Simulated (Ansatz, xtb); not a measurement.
Breaking the Se4–H5 bond in GaH3Se (SMILES [GaH2][SeH]) (multiplicity 1 held, fragments rigid). Energies count from the point at 1.471 Å.
Geometry at that point (charge 0, multiplicity 1):
```xyz
5

Ga     0.275     0.011    -1.153
H     -0.804    -0.576    -2.117
H      1.662     0.604    -1.556
Se    -0.304    -0.028     1.114
H      0.957     0.590     1.552
```

Restricted levels (R-, RO-) in cc, def2 and unpolarised 6-31G sets keep to the state of the molecule at rest. Unrestricted levels (U-) break spin symmetry where that is lower. Curves can end on different states.

Cores are frozen in the correlated methods. Filled d and f shells under p-block atoms count as core.

Run with Ansatz (Gaussian basis) for Hartree–Fock, density functionals and correlated methods; xtb for the GFN methods. Each number belongs to the level named beside it. The GFN methods have no spin term and hold the electronic entropy of 300 K.

Task: One of these levels gives 76.83 kcal/mol for the energy at R = 4.709 Å. Name it.
(A) GFN2-xTB
(B) U-HF/cc-pVDZ
(C) U-MP2/cc-pVDZ
(D) R-MP2/cc-pVDZ

Result: C, U-MP2/cc-pVDZ. The others give 83.77 (GFN2-xTB), 57.61 (U-HF/cc-pVDZ), 94.88 (R-MP2/cc-pVDZ)

Doubts at one or more of the structures used: a spin-contaminated determinant (U-HF/cc-pVDZ, U-MP2/cc-pVDZ); a restricted determinant that unrestricted orbitals would lower (R-MP2/cc-pVDZ).

Ansatz is a quantum-chemistry and plane-wave program.
